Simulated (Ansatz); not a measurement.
`B[B]([SiH3])[SnH3]` + H₂ → `BB[SiH3]` + `[SnH4]` at 600 K and 1 bar (hydrogenolysis of a B–Sn bond).

Gas-phase electronic energies from Ansatz, PBE0-D4/def2-TZVP geometries. CBS: MP2 limit from def2 TZ/QZ plus the TZ coupled-cluster correction, frozen cores. This one scheme is used for every species. def2 core potentials past Kr. For Sn outer-core shells are correlated without core-valence functions, which leaves a few kJ/mol of doubt a bond.

```json
{"species": "`B[B]([SiH3])[SnH3]`", "CCSD(T)/CBS energy (Eh)": "-557.42402", "H − E (kJ/mol)": "257.1", "S (J/(mol·K))": "517.5"}
{"species": "H₂", "CCSD(T)/CBS energy (Eh)": "-1.17544", "H − E (kJ/mol)": "43.9", "S (J/(mol·K))": "150.8"}
{"species": "`BB[SiH3]`", "CCSD(T)/CBS energy (Eh)": "-342.20223", "H − E (kJ/mol)": "199.8", "S (J/(mol·K))": "395.6"}
{"species": "`[SnH4]`", "CCSD(T)/CBS energy (Eh)": "-216.39156", "H − E (kJ/mol)": "98.5", "S (J/(mol·K))": "271.3"}
```

H − E and S are ideal-gas, rigid-rotor, harmonic terms from PBE0-D4/def2-TZVP, for one conformer and one mirror image of each species. For small species the MP2-based limit differs from directly extrapolated CCSD(T) by up to some mEh (0.8 for H₂); such offsets cancel only in part. 1 Eh = 2625.50 kJ/mol, R = 8.31446 J/(mol·K).

**Question.** By hand: ΔE, ΔH, ΔS and ΔG.

**Answer.** ΔE = (-342.20223) + (-216.39156) − (-557.42402) − (-1.17544) = 0.00567 Eh = 14.9 kJ/mol. Δ(H − E) = 199.8 + 98.5 − 257.1 − 43.9 = -2.7, so ΔH = 12.2 kJ/mol. ΔS = 395.6 + 271.3 − 517.5 − 150.8 = -1.4 J/(mol·K). ΔG = 12.2 − 600 × (-1.4)/1000 = 13.0 kJ/mol.

**Question.** By hand: the equilibrium constant, and the temperature at which ΔG would vanish if ΔH and ΔS stayed fixed.

**Answer.** log₁₀ K = −ΔG/(RT ln 10) = -1.1. ΔH and −TΔS have one sign here, so there is no such temperature.

The number of gas molecules stays the same, so ΔS is small and ΔH decides. A doubt of 5 kJ/mol in ΔE shifts log₁₀ K by 0.4 here. Other conformers and mirror images would add mixing entropy, several J/(mol·K) or more a flexible species. These are equilibria of isolated gas molecules and say nothing of rates. Largest T1 diagnostic: 0.016 (customary marks: 0.02 for closed shells, 0.045 for open ones).

ΔS is within the doubt of such terms, so its sign, and with it that verdict, could turn.
